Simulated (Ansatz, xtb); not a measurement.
Relative energy of two isomers of CH9NOSi3

We compare X, `O=C[Si@@H]([SiH3])N[SiH3]`, a singlet, with Y, `O=CN([SiH3])[SiH2][SiH3]`, a singlet. Both are isolated molecules in the gas phase, relaxed with B3LYP-D3(BJ)/def2-SVP; each stands in its lowest conformer found.

Which of the two would you expect CCSD(T)/def2-SVP + ΔMP2/def2-TZVPP electronic energies to favour?

Structure Y; the calculation gives E(Y) − E(X) = −0.618 eV.

Level by level:

```json
{"level": "GFN2-xTB", "geometry": "GFN2-xTB", "E(Y) − E(X) (eV)": "−1.647", "departure from the last row (eV)": "−1.029", "job, with rough time for the two": "optimisation, 2.1 s"}
{"level": "HF/STO-3G", "geometry": "GFN2-xTB", "E(Y) − E(X) (eV)": "−0.393", "departure from the last row (eV)": "+0.225", "job, with rough time for the two": "single point, 1.6 s"}
{"level": "r2SCAN-D4/def2-SVP", "geometry": "GFN2-xTB", "E(Y) − E(X) (eV)": "−0.713", "departure from the last row (eV)": "−0.095", "job, with rough time for the two": "single point, 14 s"}
{"level": "B3LYP-D3(BJ)/def2-SVP", "geometry": "B3LYP-D3(BJ)/def2-SVP", "E(Y) − E(X) (eV)": "−0.769", "departure from the last row (eV)": "−0.151", "job, with rough time for the two": "optimisation, 6.8 min"}
{"level": "HF/def2-SVP", "geometry": "B3LYP-D3(BJ)/def2-SVP", "E(Y) − E(X) (eV)": "−0.770", "departure from the last row (eV)": "−0.153", "job, with rough time for the two": "part of the CCSD(T) run"}
{"level": "MP2/def2-SVP", "geometry": "B3LYP-D3(BJ)/def2-SVP", "E(Y) − E(X) (eV)": "−0.821", "departure from the last row (eV)": "−0.203", "job, with rough time for the two": "part of the CCSD(T) run"}
{"level": "CCSD(T)/def2-SVP", "geometry": "B3LYP-D3(BJ)/def2-SVP", "E(Y) − E(X) (eV)": "−0.787", "departure from the last row (eV)": "−0.169", "job, with rough time for the two": "single point"}
{"level": "CCSD(T)/def2-SVP + ΔMP2/def2-TZVPP", "geometry": "B3LYP-D3(BJ)/def2-SVP", "E(Y) − E(X) (eV)": "−0.618", "departure from the last row (eV)": "", "job, with rough time for the two": "single point, 3.7 min"}
```

As drawn, Y has 1 C–N, 1 Si–H in place of 1 C–Si, 1 N–H.

None of the levels shown reverses the order. The largest departure from CCSD(T)/def2-SVP + ΔMP2/def2-TZVPP is that of GFN2-xTB, 1.029 eV. The last row adds to CCSD(T) the change of the MP2 difference between the two basis sets, here +0.169 eV, a large step that makes the value less sure.

With thermal terms from frequencies at re-optimised GFN2-xTB minima (ideal gas, soft modes damped towards free rotors, one conformer each, 298.15 K, 1 atm): the zero-point term adds −0.015 eV; ΔH is −0.645 and ΔG −0.615 eV.

The correlated steps freeze 18 core orbitals. Mirror images aren't counted in ΔG. Run with Ansatz 0.2.0, xtb 6.7.1; the last row on 2 threads of AMD EPYC (Zen 3) on a shared host.
